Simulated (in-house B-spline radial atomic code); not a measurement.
Response of K+ as one setting changes: the share of exact exchange in a PBE hybrid. A dash marks a strongly mixed or unbound state. Computed with an all-electron radial atomic-structure program (B-spline basis): linear response of the closed shell [Ne] 3s2 3p6 with the functional's adiabatic kernel; scalar-relativistic (spin-free one-electron X2C), finite nucleus, no spin-orbit coupling, no double excitations, S, P, D and F terms only. Only terms of natural parity with L up to 3 were computed.

```
share of exact exchange in a PBE hybrid  lowest 1P (eV)  lowest 3P, Tamm-Dancoff (eV)  minus highest occupied level (eV)  α (bohr³)
                                      0  3p → 4s 18.750                3p → 4s 18.446                             24.880      5.719
                                    0.1  3p → 4s 19.081                3p → 4s 18.763                             25.689      5.672
                                    0.2               ?                             ?                                  ?          ?
                                    0.3  3p → 4s 19.733                3p → 4s 19.385                             27.312      5.584
                                    0.4  3p → 4s 20.055                3p → 4s 19.688                             28.125      5.542
                                    0.5               ?                             ?                                  ?          ?
                                    0.6  3p → 4s 20.689                             -                             29.754      5.464
                                    0.7  3p → 4s 21.001                3p → 3d 20.379                              30.57      5.426
                                    0.8  3p → 4s 21.311                3p → 3d 20.462                              31.39      5.391
                                    0.9  3p → 4s 21.618                3p → 3d 20.526                              32.21      5.356
                                      1  3p → 4s 21.922                3p → 3d 20.583                              33.02      5.322
```

**Question.** What belongs in the row for 0.2?

**Answer.** lowest 1P (eV): 3p → 4s 19.409; lowest 3P, Tamm-Dancoff (eV): 3p → 4s 19.076; minus highest occupied level (eV): 26.500; α (bohr³): 5.627.

**Question.** What belongs in the row for 0.5?

**Answer.** lowest 1P (eV): 3p → 4s 20.373; lowest 3P, Tamm-Dancoff (eV): 3p → 4s 19.979; minus highest occupied level (eV): 28.939; α (bohr³): 5.502.
